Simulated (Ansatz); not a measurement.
`[CH3][Bi]([CH3])[CH3]` + H–F → `[CH3][Bi]([CH3])[F]` + CH₄ at 500 K and 1 bar (ligand exchange at a Bi–C bond).

Calculated with Ansatz (gas phase, PBE0-D4/def2-TZVP geometries, no zero-point term in ΔE). CCSD(T)/CBS is the MP2 limit (def2-TZVPP, def2-QZVPP) plus CCSD(T) − MP2 in def2-TZVPP, frozen cores. This one scheme is used for every species. def2 core potentials past Kr. For Bi outer-core shells are correlated without core-valence functions, which leaves a few kJ/mol of doubt a bond.

```
                species  CCSD(T)/CBS energy (Eh)  H − E (kJ/mol)  S (J/(mol·K))
`[CH3][Bi]([CH3])[CH3]`               -333.74312           335.1          447.1
                    H–F               -100.39570            39.4          188.7
  `[CH3][Bi]([CH3])[F]`               -393.70535           238.0          429.8
                    CH₄                -40.46206           135.6          206.8
```

H − E and S are ideal-gas, rigid-rotor, harmonic terms from PBE0-D4/def2-TZVP. 1 Eh = 2625.50 kJ/mol, R = 8.31446 J/(mol·K).

Q: By hand: ΔE, ΔH, ΔS and ΔG.

A: ΔE = (-393.70535) + (-40.46206) − (-333.74312) − (-100.39570) = -0.02859 Eh = -75.1 kJ/mol. Δ(H − E) = 238.0 + 135.6 − 335.1 − 39.4 = -0.9, so ΔH = -76.0 kJ/mol. ΔS = 429.8 + 206.8 − 447.1 − 188.7 = 0.8 J/(mol·K). ΔG = -76.0 − 500 × (0.8)/1000 = -76.4 kJ/mol.

Q: By hand: the equilibrium constant, and the temperature at which ΔG would vanish if ΔH and ΔS stayed fixed.

A: log₁₀ K = −ΔG/(RT ln 10) = 8.0. ΔH and −TΔS have one sign here, so there is no such temperature.

The number of gas molecules stays the same, so ΔS is small and ΔH decides. A doubt of 5 kJ/mol in ΔE shifts log₁₀ K by 0.5 here. These are equilibria of isolated gas molecules and say nothing of rates. Largest T1 diagnostic: 0.014 (customary marks: 0.02 for closed shells, 0.045 for open ones).

ΔS is within the doubt of such terms, so its sign, and with it that verdict, could turn.
